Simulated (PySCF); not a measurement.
BHandHLYP single point of singlet MoN₂ at its PBE0 minimum.

Input, equivalent to the run apart from its starting density:

```python
from pyscf import gto, scf, dft
mol = gto.M(atom='''
Mo    -0.000000     0.000000    -0.225161
N      1.305471    -0.000000     0.787514
N     -1.305471     0.000000     0.787514''',
    basis={'Mo': 'def2-TZVP', 'N': 'def2-TZVP'},
    ecp={'Mo': 'def2-TZVP'},
    charge=0, spin=0)
mf = dft.RKS(mol, xc='BHANDHLYP')
mf.grids.atom_grid = (75, 302)
aux = {'Mo': 'def2-universal-JKFIT', 'N': 'def2-universal-JKFIT'}
mf = mf.density_fit(auxbasis=aux)
mf.conv_tol = 1e-08
mf.diis_space = 10
mf.max_cycle = 60
mf.verbose = 4
mf.kernel()
```

SCF log (excerpt):

```
init E= -177.416535848837
  HOMO = -0.250750625065079  LUMO = -0.097450678792157  gap/eV = 4.17150
cycle= 1 E= -177.41603509492  delta_E= 0.000501  |g|= 0.114  |ddm|= 0.134
  HOMO = -0.243842827417325  LUMO = -0.114458478489176  gap/eV = 3.52073
cycle= 2 E= -177.391719362785  delta_E= 0.0243  |g|= 0.376  |ddm|= 0.213
  HOMO = -0.25434838953757  LUMO = -0.103500998355592  gap/eV = 4.10477
cycle= 3 E= -177.418674967845  delta_E= -0.027  |g|= 0.00829  |ddm|= 0.161
  HOMO = -0.252839183233677  LUMO = -0.102733460598571  gap/eV = 4.08458
cycle= 4 E= -177.418699047163  delta_E= -2.41e-05  |g|= 0.00367  |ddm|= 0.00816
  HOMO = -0.253605074215933  LUMO = -0.10263906436839  gap/eV = 4.10799
cycle= 5 E= -177.418707609605  delta_E= -8.56e-06  |g|= 0.000751  |ddm|= 0.00543
  HOMO = -0.253787945778814  LUMO = -0.102668475497294  gap/eV = 4.11217
cycle= 6 E= -177.41870826712  delta_E= -6.58e-07  |g|= 0.000313  |ddm|= 0.00171
  HOMO = -0.253805233562606  LUMO = -0.102640926858477  gap/eV = 4.11339
cycle= 7 E= -177.418708345331  delta_E= -7.82e-08  |g|= 8.36e-05  |ddm|= 0.000623
  HOMO = -0.2538098643677  LUMO = -0.102636685462011  gap/eV = 4.11363
cycle= 8 E= -177.418708352818  delta_E= -7.49e-09  |g|= 2.81e-05  |ddm|= 0.0002
  HOMO = -0.253808608605246  LUMO = -0.10264001418099  gap/eV = 4.11351
Extra cycle  E= -177.418708352628  delta_E= 1.9e-10  |g|= 6.55e-05  |ddm|= 5.4e-05
converged SCF energy = -177.418708352628
```

This run, together with those of the ionised and electron-attached species (not shown), took 5 s on 2 threads of a shared Arm Neoverse V2 host, with 102 basis functions; the process peaked at 0.86 GiB.
